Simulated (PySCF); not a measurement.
# Computed records: Ge₂H₉NSi

Calculation on a computer-drawn molecule: optimised geometry and harmonic frequencies of an isolated molecule of the commonest isotopes, restricted reference for singlets and unrestricted otherwise, frozen core in MP2; on germanium a core potential holds 10 electrons, which the energies leave out, and 3d is frozen in MP2 and coupled-cluster steps. Program: PySCF 2.14.0.

Ge₂H₉NSi

Start structure:
```xyz
13
Ge2H9NSi
Ge     1.9742     0.6211     0.3562
N      0.2342     1.1387    -0.0384
Si    -1.2186     0.2793     0.1443
Ge    -0.8406    -1.9431    -0.0100
H      2.8742     1.6778    -0.2008
H      2.1916    -0.6349    -0.3126
H      2.1394     0.4418     1.8511
H      0.2216     2.1956    -0.1769
H     -2.1355     0.8481    -0.8860
H     -1.8044     0.5889     1.5099
H      0.0471    -2.5671     1.0327
H     -2.0890    -2.7660     0.0776
H     -0.1485    -2.4377    -1.2999
```

Here we set charge 0, multiplicity 1, method HF, basis cc-pV(D+d)Z and basis and core potential on germanium cc-pVDZ-PP ECP10MDF.

The calculation gives: rotational constants 3.741, 0.7123, 0.6146 GHz; total energy -935.3982 hartree; convergence status largest gradient component 1.738e-05 hartree/bohr.

Drawn bonds:
| atom | other atom | order |
| --- | --- | --- |
| 1 | 2 | 1 |
| 2 | 3 | 1 |
| 3 | 4 | 1 |
| 1 | 5 | 1 |
| 1 | 6 | 1 |
| 1 | 7 | 1 |
| 2 | 8 | 1 |
| 3 | 9 | 1 |
| 3 | 10 | 1 |
| 4 | 11 | 1 |
| 4 | 12 | 1 |
| 4 | 13 | 1 |

Optimised structure:
```xyz
13
Ge2H9NSi
Ge     2.0498     0.7382     0.4216
N      0.3023     1.1488    -0.0117
Si    -1.1773     0.2793     0.2090
Ge    -0.9121    -2.0890    -0.1256
H      2.9538     1.6219    -0.4396
H      2.2754    -0.7407     0.1108
H      2.3481     0.9987     1.9036
H      0.1741     2.1276    -0.2083
H     -2.1694     0.7867    -0.7709
H     -1.7790     0.4644     1.5570
H     -0.0441    -2.7358     0.9629
H     -2.2960    -2.7530    -0.0744
H     -0.2796    -2.4046    -1.4872
```

Modes:
| frequency (cm⁻¹) | reduced mass (dalton) |
| --- | --- |
| 27.3 | 1.894 |
| 51.01 | 1.44 |
| 95.38 | 3.889 |
| 128 | 1.088 |
| 220.4 | 3.175 |
| 338.1 | 1.873 |
| 357.8 | 2.086 |
| 388.4 | 1.086 |
| 515.2 | 1.348 |
| 546.3 | 2.291 |
| 633 | 1.23 |
| 686.8 | 1.118 |
| 696.2 | 1.271 |
| 806.6 | 1.172 |
| 853.9 | 1.272 |
| 911.3 | 1.49 |
| 945.6 | 1.049 |
| 951.1 | 1.123 |
| 967.5 | 1.022 |
| 971.7 | 1.037 |
| 974.4 | 1.027 |
| 1004 | 1.442 |
| 1053 | 1.048 |
| 1301 | 1.268 |
| 2197 | 1.023 |
| 2202 | 1.023 |
| 2210 | 1.023 |
| 2215 | 1.013 |
| 2237 | 1.022 |
| 2255 | 1.016 |
| 2262 | 1.043 |
| 2290 | 1.035 |
| 3760 | 1.074 |
